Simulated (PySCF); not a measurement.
Predicted spectroscopic data

No relativistic terms, single conformer, in vacuum, averaged over atoms made equivalent by symmetry, fast rotation or ring inversion. Structure optimised with GFN2-xTB; NMR shieldings at PBE0/pcSseg-1/GIAO; PySCF.

Chemical shifts δ = σref − σ; $^{1}$H (31.72 ppm) and $^{13}$C (186.93 ppm) against TMS, all at this level. Splittings of carbon signals by F and P are missing where no couplings were computed. Where no couplings were computed, multiplicities follow the n + 1 count of equivalent neighbours, and m marks all less simple cases (inequivalent or close neighbours, rings, F or P nearby). Shifts are as computed. Against solution values, carbons near 30 ppm lie about +3 ppm off and those near 130 ppm about +5 ppm. Of 1309 compounds with measured shifts, 239 miss one by over three times the rms of a fit or turn the order of signals round; such compounds aren't used in these exercises. OH and NH positions are gas-phase values without hydrogen bonding to other molecules.

Compound 1 (CH₉NOSi₃). $^{1}$H NMR (500 MHz, computed): δ 8.69 (d, 1H), 8.52 (d, 1H), 5.58 (m, 2H), 5.45 (m, 2H), 5.03 (s, 3H). $^{13}$C{$^{1}$H} NMR (computed): δ 172.2. Structure: `C=N[SiH2][SiH2]O[SiH3]`.

Compound 2 (C₅H₉O₂P). $^{1}$H NMR (500 MHz, computed): δ 2.40 (br s, 1H), 2.22 (m, 1H), 1.80 (m, 1H), 1.30 (m, 3H), 1.28 (m, 3H). $^{13}$C{$^{1}$H} NMR (computed): δ 94.3 (CH), 83.9 (C), 37.5 (CH), 17.4 (CH3), 13.8 (CH3). Structure: SMILES C#C[P@@](=O)(O)C(C)C.
